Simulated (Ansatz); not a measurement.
Coupled-cluster run, `F[CH](F)[AlH2]`.

```yaml
crystal:
  periodic: [false, false, false]
  atoms:
    - {symbol: F, position_ang: [0.566433, -0.559430, 1.835762]}
    - {symbol: C, position_ang: [0.747195, -0.159828, 0.579858]}
    - {symbol: F, position_ang: [0.082580, -1.251915, -0.301399]}
    - {symbol: Al, position_ang: [-0.702151, 0.528348, -0.561326]}
    - {symbol: H, position_ang: [1.801200, -0.277693, 0.321065]}
    - {symbol: H, position_ang: [-2.150623, 0.570377, 0.060050]}
    - {symbol: H, position_ang: [-0.283435, 1.082043, -1.979711]}
basis:
  gaussian: {orbitals: def2-SVP}
correlation: {method: ccsd_t}
```

```sh
$ ansatz run in.yaml --threads 4 --pin off --events-out ev --progress --plain
```

The program prints (abridged):

```
Functional definition: HF
715 factors; integrals over basis functions are off by at most 1.1e-3 eV
mean field evaluation 1: about -13062.2960 eV, gradient 2.7e1 eV
mean field evaluation 2: about -13062.3666 eV, gradient 2.7e1 eV
mean field evaluation 4: about -13064.1433 eV, gradient 2.9e0 eV
mean field evaluation 8: about -13064.1773 eV, gradient 2.3e-1 eV
mean field -13064.17760545 eV, -480.0996717826 hartree, gradient 1.9e-6 eV, S^2 0.000000; 0 other end points of the search recorded, 0 dependent functions left out
8 core orbitals not correlated: weight in the atoms' cores, before any rotation towards them, 1.000 or more for the frozen orbitals, at most 0.000 for the correlated occupied ones
reference -13064.17760545 eV, -480.0996717826 hartree; 12, 12 occupied and 55, 55 virtual orbitals, 715 factors
second order -15.54975488 eV of doubles, -0.00000000 eV of singles
cycle   1  -15.82541266 eV  change   -2.8e-1 eV  update   1.0e-1
cycle   2  -16.25675224 eV  change   -4.3e-1 eV  update   3.1e-2
cycle   3  -16.37791266 eV  change   -1.2e-1 eV  update   1.7e-2
cycle   4  -16.37005057 eV  change    7.9e-3 eV  update   3.6e-3
cycle   5  -16.36845391 eV  change    1.6e-3 eV  update   1.6e-3
cycle   6  -16.36908894 eV  change   -6.4e-4 eV  update   4.7e-4
cycle   7  -16.36889474 eV  change    1.9e-4 eV  update   1.9e-4
cycle   8  -16.36878165 eV  change    1.1e-4 eV  update   7.0e-5
cycle   9  -16.36881942 eV  change   -3.8e-5 eV  update   2.8e-5
cycle  10  -16.36883019 eV  change   -1.1e-5 eV  update   1.0e-5
perturbative correction -0.34902820 eV, -0.0128265499 hartree
Total energy: -13080.89546384 eV, -480.7140417469 hartree
```

It took 1 s on 4 threads of a server CPU on a shared host, with 0.23 GiB of host memory at the peak.

MP2 recovers 93.0 % of the CCSD(T) correlation energy and the triples give 2.1 %; T1 = 0.0141.
